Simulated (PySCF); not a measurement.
# Ionising TlIn

PBE0; PySCF, scalar-relativistic core potentials, basis sets Tl cc-pVDZ-PP with ECP60, In cc-pVDZ-PP with ECP28. Neutral (UKS): triplet (σ ↑, π ↑), Re = 3.095 Å, ωe = 98.4 cm⁻¹, De = 1.23 eV, HOMO -3.91 eV, LUMO -2.53 eV.

TlIn⁺ (UKS): doublet (σ ↑), Re = 3.631 Å, ωe = 57.9 cm⁻¹. The energies at the minima are -362.64672 hartree for TlIn and -362.45045 for TlIn⁺.

Task: Work out the adiabatic ionisation energy, without and with harmonic zero-point energies (1 hartree = 27.2114 eV, 1 eV = 8065.5 cm⁻¹), and the change of the bond length.

Result: At PBE0: 0.19627 hartree = 5.341 eV between the minima; the zero-point term (57.9 − 98.4)/2 cm⁻¹ = -0.003 eV makes it 5.338 eV. Re changes by +53.6 pm against the neutral. The electron leaves a π orbital, and the ion is left as a loose complex of an ion and an atom.

These are scalar-relativistic numbers at best; spin–orbit coupling would shift them, the dissociation energy most. States were picked by a PBE0 search and need not be the measured ground states.
